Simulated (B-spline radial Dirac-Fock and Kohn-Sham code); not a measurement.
**Relativistic shifts of the levels of Cl⁺**

System: the Cl⁺ ion, [Ne] 3s2 3p4.

Both columns are ΔSCF binding energies of the configuration average from a radial B-spline solver: non-relativistic Hartree-Fock with a point nucleus, and Dirac-Fock with a finite nucleus and the Coulomb interaction alone, averaged over the two j levels with weights 2j+1.

| shell | Hartree-Fock (eV) | Dirac-Fock (eV) | shift (eV) | shift (%) |
| --- | --- | --- | --- | --- |
| 1s | 2838.0 | 2848.8 | +10.84 | +0.38 |
| 2s | 293.4 | 295.2 | +1.81 | +0.62 |
| 3s | 39.05 | 39.24 | +0.19 | +0.48 |
| 3p | 24.32 | 24.31 | -0.01 | -0.06 |

Relativity binds 1s, 2s, 3s more strongly, among those listed most of all 2s in relative terms, and 3p more weakly.

Values without a named source are computed, but for edge energies of neutral atoms, which are taken from tables.
